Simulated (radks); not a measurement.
Polarisability of the calcium ion Ca6+, [Ne] 3s2 3p2, at imaginary frequency. Calculated with a radial shooting solver on a logarithmic mesh with Libxc functionals: scalar-relativistic Kohn-Sham, LB94 model potential, spin-polarised, spherical densities, finite nucleus; open shells are filled with parallel spins first; Fermi nuclear charge, rms radius 3.4776 fm. Response by self-consistent Sternheimer equations with the Hartree and adiabatic LDA kernel, the relativistic mass of each level held fixed and spin-orbit coupling left out.

w (hartree)  alpha1(iw) (bohr^3)
0.00266                    1.416
0.0143                     1.416
0.0360                     1.415
0.0697                     1.411
0.118                      1.402
0.186                      1.382
0.280                      1.341
0.413                      1.264
0.605                      1.133
0.892                     0.9333
1.35                      0.6749
2.12                      0.4099
3.59                      0.2035
6.94                     0.08067
17.5                     0.02230

Static values: alpha1 = 1.416 bohr^3 (0.2099 angstrom^3; uncoupled 2.361). C6 = 1.976, triple-dipole C9 = 2.010 atomic units. One-pole (London) frequency 4 C6 / (3 alpha1^2) = 1.314 hartree, against 4.635 for minus the highest occupied eigenvalue.
